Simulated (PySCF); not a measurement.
CH$_{3}$AlCl, charge +1, singlet, geometry from GFN2-xTB (such geometries of metal compounds can be far from the true shape); B3LYP/def2-SV(P) run with PySCF.

Input for PySCF:
```python
from pyscf import gto, scf, dft

mol = gto.Mole()
mol.atom = '''
    Al    0.139487   -0.881895    0.772126
    C    -0.075549    0.587192   -0.499667
    H    -0.906444    1.244871   -0.208559
    H    -0.278702    0.196837   -1.506718
    H     0.844151    1.187718   -0.540098
    Cl    0.384124   -2.374732    2.054854
'''
mol.basis = 'def2-sv(p)'
mol.charge = 1
mol.spin = 0
mol.verbose = 4
mol.build()

mf = dft.RKS(mol)
mf.xc = 'b3lyp'
mf.kernel()
```

Task: What does PySCF print? Leave out banner, timings and long lists.

Result: 
```
PySCF version 2.14.0

[INPUT] verbose = 4
[INPUT] num. atoms = 6
[INPUT] num. electrons = 38
[INPUT] charge = 1
[INPUT] spin (= nelec alpha-beta = 2S) = 0
[INPUT] symmetry False subgroup None
[INPUT] Mole.unit = angstrom
[INPUT] Symbol           X                Y                Z      unit          X                Y                Z       unit  Magmom
[INPUT]  1 Al     0.139487000000  -0.881895000000   0.772126000000 AA    0.263592227937  -1.666540020623   1.459106673656 Bohr   0.0
[INPUT]  2 C     -0.075549000000   0.587192000000  -0.499667000000 AA   -0.142766918985   1.109632062536  -0.944233783483 Bohr   0.0
[INPUT]  3 H     -0.906444000000   1.244871000000  -0.208559000000 AA   -1.712930907255   2.352465250413  -0.394119390813 Bohr   0.0
[INPUT]  4 H     -0.278702000000   0.196837000000  -1.506718000000 AA   -0.526670450369   0.371968021181  -2.847284366952 Bohr   0.0
[INPUT]  5 H      0.844151000000   1.187718000000  -0.540098000000 AA    1.595214197778   2.244461733216  -1.020637300425 Bohr   0.0
[INPUT]  6 Cl     0.384124000000  -2.374732000000   2.054854000000 AA    0.725889157872  -4.487593099241   3.883111285967 Bohr   0.0

nuclear repulsion = 117.484254062042
number of shells = 28
number of NR pGTOs = 108
number of NR cGTOs = 56
basis = def2-sv(p)
ecp = {}

******** <class 'pyscf.dft.rks.RKS'> ********
method = RKS
initial guess = minao
damping factor = 0
level_shift factor = 0
DIIS = <class 'pyscf.scf.diis.CDIIS'>
diis_start_cycle = 1
diis_space = 8
diis_damp = 0
SCF conv_tol = 1e-09
SCF conv_tol_grad = None
SCF max_cycles = 50
direct_scf = True
direct_scf_tol = 1e-13
XC library pyscf.dft.libxc version 7.1.2
    S. Lehtola, C. Steigemann, M. J. T. Oliveira, and M. A. L. Marques,  SoftwareX 7, 1–5 (2018)
XC functionals = b3lyp
    P. J. Stephens, F. J. Devlin, C. F. Chabalowski, and M. J. Frisch,  J. Phys. Chem. 98, 11623 (1994)
radial grids:
    Treutler-Ahlrichs [JCP 102, 346 (1995); DOI:10.1063/1.469408] (M4) radial grids

becke partition: Becke, JCP 88, 2547 (1988); DOI:10.1063/1.454033
pruning grids: <function nwchem_prune>
grids dens level: 3
symmetrized grids: False
atomic radii adjust function: <function treutler_atomic_radii_adjust>
small_rho_cutoff = 0
Set gradient conv threshold to 3.16228e-05
Initial guess from minao.
tot grids = 81608
init E= -742.421789703947
  HOMO = -0.37516235043455  LUMO = -0.11427128867809  gap/eV = 7.09921
cycle= 1 E= -742.032682206068  delta_E= 0.389  |g|= 0.418  |ddm|= 2.44
  HOMO = -0.534447504133601  LUMO = -0.294685756167919  gap/eV = 6.52425
cycle= 2 E= -741.983307887829  delta_E= 0.0494  |g|= 0.588  |ddm|= 1.46
  HOMO = -0.566668569387699  LUMO = -0.290949230053197  gap/eV = 7.50271
cycle= 3 E= -742.094083148604  delta_E= -0.111  |g|= 0.0221  |ddm|= 0.799
  HOMO = -0.559882582501472  LUMO = -0.284861061857319  gap/eV = 7.48372
cycle= 4 E= -742.094191837435  delta_E= -0.000109  |g|= 0.00796  |ddm|= 0.0407
  HOMO = -0.560629075063256  LUMO = -0.28484350036475  gap/eV = 7.50451
cycle= 5 E= -742.09420633924  delta_E= -1.45e-05  |g|= 0.00423  |ddm|= 0.0146
  HOMO = -0.561170489242295  LUMO = -0.285135589957578  gap/eV = 7.51129
cycle= 6 E= -742.094211700563  delta_E= -5.36e-06  |g|= 0.00046  |ddm|= 0.0049
  HOMO = -0.561120657621371  LUMO = -0.285066754215751  gap/eV = 7.51181
cycle= 7 E= -742.094211764662  delta_E= -6.41e-08  |g|= 8.37e-05  |ddm|= 0.000631
  HOMO = -0.561135402451813  LUMO = -0.285080374983152  gap/eV = 7.51184
cycle= 8 E= -742.094211766616  delta_E= -1.95e-09  |g|= 1.57e-05  |ddm|= 9.82e-05
  HOMO = -0.561135160020495  LUMO = -0.285080157120648  gap/eV = 7.51184
cycle= 9 E= -742.094211766688  delta_E= -7.23e-11  |g|= 1.14e-06  |ddm|= 1.88e-05
  HOMO = -0.561134852926736  LUMO = -0.28508021787335  gap/eV = 7.51183
Extra cycle  E= -742.094211766687  delta_E= 1.36e-12  |g|= 1.45e-06  |ddm|= 4.22e-06
converged SCF energy = -742.094211766687
```
